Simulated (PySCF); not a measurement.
## Sm⁵⁶⁺: ionisation energy

Sm⁵⁶⁺ [He] 2s2 2p2 (3P) → Sm⁵⁷⁺ [He] 2s2 2p1 (2P), as a difference of total energies. All numbers are calculated (PySCF 2.14, no relativity, point nucleus, in an uncontracted even-tempered set (17 s from 32 bohr⁻², ratio 2.2; 10 p from 41 bohr⁻², ratio 2.2; 5 d from 160 bohr⁻², ratio 2.4; 5 f from 230 bohr⁻², ratio 2.4; 4 g from 350 bohr⁻², ratio 2.4)). Correlated levels: nothing frozen; virtual orbitals above 40 to 60 times the deepest correlated orbital energy dropped. The calculations carry no spin-orbit coupling.

| method | ionisation energy (eV) | difference from reference (eV) |
| --- | --- | --- |
| UHF | 11547.3 | -716.7 |
| LDA | 11541.0 | -723.0 |
| PBE | 11545.1 | -718.9 |
| PBE0 | 11545.9 | -718.1 |
| r2SCAN | 11549.9 | -714.1 |
| TPSSh | 11545.1 | -718.9 |
| BHandHLYP | 11547.7 | -716.3 |
| MP2 (all electrons) | 11545.3 | -718.7 |
| SCS-MP2 (all electrons) | 11544.5 | -719.5 |

Reference: 12264 ± 5 eV (theoretical estimate listed by NIST; NIST Atomic Spectra Database, ionization energies).

Spin-orbit coupling is strong in these open shells (close to jj coupling). The scalar numbers leave it out and a first-order estimate fails, so it can dominate the gap to the real levels.

The gap to the reference is mostly relativistic.
